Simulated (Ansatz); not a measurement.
C3H6OSi can be A, `C=C=C(O)[SiH3]`, or B, `OC#CC[SiH3]`.

Computed with Ansatz on PBE0-D4/def2-TZVP structures; ΔE is electronic, products minus reactants. CCSD(T)/CBS adds triple-zeta CCSD(T) − MP2 to the extrapolated MP2 energy (def2 sets, frozen cores). DFT in def2-TZVPP. B3LYP here is the variant with VWN-RPA as its local correlation; programs differ in this. Each species was taken in one conformer, which may not be the lowest.

Problem. Which is lower in electronic energy at CCSD(T)/CBS, and by how much? (An estimate is asked.)

Solution. The calculation gave: A, by 7.1 kcal/mol.

Problem. Give E(B) − E(A) in kcal/mol with B2PLYP, B3LYP, PBE0-D4, CCSD(T)/def2-TZVPP, r2SCAN-D4, HF/def2-TZVPP, B3LYP-D4. (An estimate is asked.)

Solution. Computed: B2PLYP 7.0, B3LYP 8.8, PBE0-D4 7.5, CCSD(T)/def2-TZVPP 6.9, r2SCAN-D4 9.6, HF/def2-TZVPP 4.8, B3LYP-D4 9.4. None reverses the order clearly.

Largest T1 diagnostic: 0.013.

From PBE to PBE0 (25 % exact exchange), in def2-TZVPP and without D4, E(B) − E(A) moves by −2.0 kcal/mol.
